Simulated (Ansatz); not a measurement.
Total energies of `Fc1cc(-c2sc(-c3sc(S)cc3F)cc2F)sc1S` from Ansatz at PBE-D4/def2-TZVP, gas phase (1 Eh = 27.2114 eV = 2625.5 kJ/mol). The reference geometry is relaxed at r2SCAN-D4/def2-SVP.

Cartesian coordinates in Å:
```
F -2.9048 -0.0680 5.4212
C -2.4905 -0.4603 4.2108
C -1.6467 0.3225 3.3956
C -1.3645 -0.3079 2.1914
C -0.5491 0.1591 1.1061
S -0.2778 -0.7675 -0.3468
C 0.7351 0.4775 -1.0469
C 1.3190 0.3138 -2.3473
S 2.3170 1.5455 -3.0812
C 2.6417 0.5562 -4.4816
S 3.5572 1.1601 -5.8503
C 1.9776 -0.6524 -4.4112
C 1.2397 -0.7683 -3.2131
F 0.5331 -1.8596 -2.9074
C 0.8540 1.5600 -0.1848
C 0.1356 1.3650 1.0069
F 0.1105 2.2808 1.9792
S -2.1668 -1.8656 2.0996
C -2.8719 -1.6742 3.6728
S -3.8980 -2.9012 4.3851
H -1.2631 1.3008 3.6816
H 4.7149 1.4072 -5.1884
H 2.0305 -1.4287 -5.1753
H 1.4340 2.4599 -0.3961
H -4.1669 -2.1546 5.4802
```

| state | geometry | energy (Eh) |
| --- | --- | --- |
| charge 0 singlet | reference | -2749.46713 |
| charge 1 doublet | reference | -2749.22690 |
| charge -1 doublet | reference | -2749.50877 |
| charge -1 doublet | relaxed at r2SCAN-D4/def2-SVP | -2749.52235 |
| free F atom (doublet) | – | -99.66912 |
| free C atom (triplet) | – | -37.79597 |
| free S atom (triplet) | – | -397.93833 |
| free H atom (doublet) | – | -0.49962 |

Single mean-field runs in def2-TZVP are fitted with def2-universal-jkfit.

**Question.** Work out the vertical ionisation energy to the doublet.

**Answer.** E(charge 1 doublet) − E(charge 0 singlet) = -2749.22690 − (-2749.46713) = 0.24023 Eh = 6.54 eV. For comparison, −ε of the highest occupied level is 4.73 eV at this level, 1.81 eV less.

**Question.** Work out the vertical electron affinity, to the doublet.

**Answer.** E(charge 0 singlet) − E(charge -1 doublet) = -2749.46713 − (-2749.50877) = 0.04164 Eh = 1.13 eV. The basis lacks diffuse functions, which makes affinities too small.

**Question.** Give the fundamental gap IE − EA, the Mulliken electronegativity (IE + EA)/2 and the hardness (IE − EA)/2.

**Answer.** From the values in Eh: IE − EA = 0.24023 − 0.04164 = 0.19859 Eh = 5.40 eV; (IE + EA)/2 = 3.84 eV; (IE − EA)/2 = 2.70 eV. The HOMO–LUMO gap of the same run is 1.88 eV, 3.52 eV smaller than the fundamental gap.

**Question.** How much does the charge -1 doublet relax, and what is the adiabatic electron affinity?

**Answer.** Relaxation: -2749.50877 − (-2749.52235) = 0.01358 Eh = 0.37 eV. Adiabatic electron affinity: 0.05522 Eh = 1.50 eV, without zero-point energy. 

**Question.** What is the binding energy per atom against free atoms?

**Answer.** Atoms: 3 × (-99.66912) + 12 × (-37.79597) + 5 × (-397.93833) + 5 × (-0.49962) = -2744.74875 Eh. Binding: -2744.74875 − (-2749.46713) = 4.71838 Eh = 128.39 eV, or 5.14 eV for each of 25 atoms (no zero-point energy, no counterpoise term).

At PBE-D4/def2-TZVP the highest occupied level of the charge -1 doublet lies above zero (up to 0.64 eV). By energy differences its removal costs 1.13 eV (vertical, to the charge 0 singlet, at PBE-D4/def2-TZVP); self-interaction error and the lack of diffuse functions both raise the level. At PBE-D4/def2-TZVP the highest occupied level of the relaxed charge -1 doublet lies above zero (up to 0.19 eV). By energy differences its removal costs 1.50 eV (each at its own geometry, to the charge 0 singlet, at PBE-D4/def2-TZVP); self-interaction error and the lack of diffuse functions both raise the level.
